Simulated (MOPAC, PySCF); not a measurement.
H$_{2}$BrClSi, SMILES `Cl[SiH2]Br`, neutral singlet in the gas phase. 

Z-matrix (Å, degrees):
```
Si
H 1 1.4703
H 1 1.4703 2 112.72
Cl 1 2.0527 2 108.52 3 120.23
Br 1 2.2211 2 108.32 3 -119.83
```
Charge 0, multiplicity 1.

All levels are single points at this geometry (B3LYP-D3(BJ)/def2-TZVP); Pople sets use spherical d functions. Orbital energies aren't observables, and empty levels follow the basis.

B3LYP/3-21G in PySCF gives gap (eV) = 7.58.

Task: Estimate the gap (eV) from each of these levels: B3LYP-D3(BJ)/def2-TZVP in PySCF; B3LYP/LANL2DZ in PySCF; PBE/6-31G* in PySCF; PM3 in MOPAC; PM7 in MOPAC.

Result: 
```csv
level,gap (eV)
B3LYP-D3(BJ)/def2-TZVP in PySCF,7.80
B3LYP/LANL2DZ in PySCF,7.61
PBE/6-31G* in PySCF,6.02
PM3 in MOPAC,9.02
PM7 in MOPAC,9.69
```
